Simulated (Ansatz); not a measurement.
Consider the homolysis of the B–C bond: `B[CH2][Al]([CH3])[CH3]` → `[BH2]`• + `[CH2][Al]([CH3])[CH3]`•.

Computed with Ansatz on PBE0-D4/def2-TZVP structures; ΔE is electronic, products minus reactants. CCSD(T)/CBS is the MP2 limit (def2-TZVPP, def2-QZVPP) plus CCSD(T) − MP2 in def2-TZVPP, frozen cores. This one scheme is used for every species. Functionals use def2-TZVPP. B3LYP here is the variant with VWN-RPA as its local correlation; programs differ in this. Open shells (•) are unrestricted, without spin–orbit coupling. Each species was taken in one conformer, which may not be the lowest.

`B[CH2][Al]([CH3])[CH3]`:

```xyz
15

B    -1.881    0.879   -0.996
C    -0.880   -0.144   -1.450
Al    0.347   -0.198    0.134
C     2.016    0.802    0.019
C    -0.119   -1.314    1.662
H    -2.826    0.563   -0.325
H    -1.700    2.050   -1.201
H    -0.198    0.126   -2.261
H    -1.206   -1.188   -1.492
H     2.727    0.286   -0.638
H     1.860    1.795   -0.415
H     2.506    0.925    0.988
H    -0.942   -2.002    1.452
H    -0.437   -0.680    2.498
H     0.733   -1.897    2.023
```

`[BH2]`•:

```xyz
3

B     0.290    0.169   -0.048
H    -0.386    0.562    0.851
H     0.096   -0.731   -0.803
```

`[CH2][Al]([CH3])[CH3]`•:

```xyz
12

C     0.094   -2.089   -0.205
Al    0.007   -0.167   -0.020
C    -1.724    0.705    0.240
C     1.652    0.888   -0.087
H     1.015   -2.652   -0.351
H    -0.773   -2.749   -0.177
H    -1.751    1.247    1.191
H    -1.911    1.451   -0.540
H    -2.562    0.004    0.235
H     1.817    1.417    0.859
H     1.596    1.662   -0.860
H     2.541    0.285   -0.285
```

Q: What is ΔE at CCSD(T)/CBS? (An estimate is asked.)

A: Ansatz gave: +478.6 kJ/mol.

Q: What do these levels give: PBE-D4, r2SCAN-D4, PBE0-D4, ωB97X-V, B2PLYP, PBE, r2SCAN, PBE0, B3LYP, MP2/def2-TZVPP, SCS-MP2/def2-TZVPP, CCSD/def2-TZVPP? (Best estimate.)

A: The calculation gave: PBE-D4 485.7, r2SCAN-D4 458.9, PBE0-D4 476.5, ωB97X-V 479.6, B2PLYP 464.0, PBE 479.0, r2SCAN 457.0, PBE0 470.6, B3LYP 453.9, MP2/def2-TZVPP 484.1, SCS-MP2/def2-TZVPP 473.1, CCSD/def2-TZVPP 455.5 kJ/mol.

Largest T1 diagnostic among the species: 0.011.

In def2-TZVPP, CCSD(T) changes the Hartree–Fock value by +135.3 kJ/mol (the triples alone add +13.5 kJ/mol) and MP2 by +150.4 kJ/mol; breaking electron pairs costs correlation energy, which Hartree–Fock lacks. The D4 term adds +10.6 kJ/mol with B3LYP and +5.9 kJ/mol with PBE0; it sums over pairs of atoms, weighted by their polarisabilities, and B3LYP, whose exchange is more repulsive, gets the larger term. From PBE to PBE0 (25 % exact exchange), in def2-TZVPP and without D4, ΔE moves by −8.4 kJ/mol: exact exchange takes away binding that semilocal exchange gives to molecules.
